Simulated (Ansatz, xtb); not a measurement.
# Relative energy of two isomers of ClFH2OSi2+

Structure I is the doublet with the links of `F[SiH+]O[SiH]Cl` and structure II is the doublet with the links of `F[SiH](Cl)[O+]=[SiH]`. Both are isolated ions in the gas phase, relaxed with B3LYP-D3(BJ)/def2-SVP; the shapes shown needn't be the lowest conformers.

I (Å):

```yaml
atoms:
  - { symbol: Cl, position_ang: [2.6880, 1.8602, 0.7041] }
  - { symbol: F, position_ang: [0.3803, 0.3906, -2.1501] }
  - { symbol: O, position_ang: [0.8933, -0.6331, 0.2059] }
  - { symbol: Si, position_ang: [0.1436, -0.9757, -1.3297] }
  - { symbol: Si, position_ang: [1.8185, 0.1565, 1.2113] }
  - { symbol: H, position_ang: [-1.2960, -1.1764, -0.9993] }
  - { symbol: H, position_ang: [2.0679, -0.4244, 2.5334] }
```

II (Å):

```xyz
7

Cl   -0.7173   -1.3836    3.2481
F    -1.6836   -1.3744    0.4008
O     0.4204    0.0686    0.8940
Si   -0.3453   -1.4506    1.2727
Si    0.5564    1.5632    0.3924
H     0.5789   -2.4853    0.8119
H     1.9429    2.1569    0.5915
```

Quicker runs give these differences E(II) − E(I): GFN2-xTB +3.9 kcal/mol; HF/STO-3G −15.1 kcal/mol (at GFN2-xTB geometries); r2SCAN-D4/def2-SVP −4.5 kcal/mol (at GFN2-xTB geometries).

Which of the two would you expect CCSD(T)/def2-SVP + ΔMP2/def2-TZVPP electronic energies to favour?

Structure II; the calculation gives E(II) − E(I) = −4.6 kcal/mol.

How the difference moves with the method:

| level | geometry | E(II) − E(I) (kcal/mol) | departure from the last row (kcal/mol) | job, with rough time for the two |
| --- | --- | --- | --- | --- |
| GFN2-xTB | GFN2-xTB | +3.9 | +8.5 | optimisation, 0.55 s |
| HF/STO-3G | GFN2-xTB | −15.1 | −10.5 | single point, 1 s |
| r2SCAN-D4/def2-SVP | GFN2-xTB | −4.5 | 0.0 | single point, 5.2 s |
| B3LYP-D3(BJ)/def2-SVP | B3LYP-D3(BJ)/def2-SVP | −4.1 | +0.5 | optimisation, 4.9 min |
| HF/def2-SVP | B3LYP-D3(BJ)/def2-SVP | −6.1 | −1.5 | part of the CCSD(T) run |
| MP2/def2-SVP | B3LYP-D3(BJ)/def2-SVP | −4.5 | +0.1 | part of the CCSD(T) run |
| CCSD(T)/def2-SVP | B3LYP-D3(BJ)/def2-SVP | −5.2 | −0.7 | single point |
| CCSD(T)/def2-SVP + ΔMP2/def2-TZVPP | B3LYP-D3(BJ)/def2-SVP | −4.6 |  | single point, 56 s |

As drawn, II has 1 O=Si in place of 1 O–Si.

GFN2-xTB puts the two in the other order. The largest departure from CCSD(T)/def2-SVP + ΔMP2/def2-TZVPP is that of HF/STO-3G, 10.5 kcal/mol. The last row adds to CCSD(T) the change of the MP2 difference between the two basis sets, here +0.7 kcal/mol.

With harmonic frequencies from B3LYP-D3(BJ)/def2-SVP (ideal gas, rigid rotor, one conformer each, 298.15 K, 1 atm): on the last row, ΔE + ΔZPE = −5.1 kcal/mol. A mode under 50 cm⁻¹ makes harmonic enthalpies and free energies unreliable, so none is given.

Open shells are spin-unrestricted. The correlated steps freeze 17 core orbitals. Codes used: Ansatz 0.2.0, xtb 6.7.1; the last row on 2 threads of Intel(R) Xeon(R) Platinum 8259CL CPU @ 2.50GHz (Skylake/Cascade Lake) on a shared host.
